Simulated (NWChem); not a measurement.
hydrogen iodide (HI); SMILES I

```xyz
2

I      0.0000     0.0000     0.0520
H      0.0000     0.0000    -1.5652
```
Atoms are numbered in this order, from 1.

Geometry: optimised at PBE0/def2-SVP. def2 effective core potentials on I; no spin-orbit coupling.

Task: List the 6 lowest vertical singlet excitations from PBE/def2-SVP with def2 effective core potentials on I, TDA (NWChem).

Result: 
```tsv
state	energy (eV)	oscillator strength	leading excitation (squared amplitude)
S1	5.40	0.000	HOMO → LUMO (0.99)
S2	5.40	0.000	HOMO−1 → LUMO (0.99)
S3	11.00	0.949	HOMO−2 → LUMO (0.89)
S4	12.91	0.376	HOMO → LUMO+1 (0.96)
S5	12.91	0.376	HOMO−1 → LUMO+1 (0.96)
S6	14.50	0.111	HOMO → LUMO+2 (0.99)
```
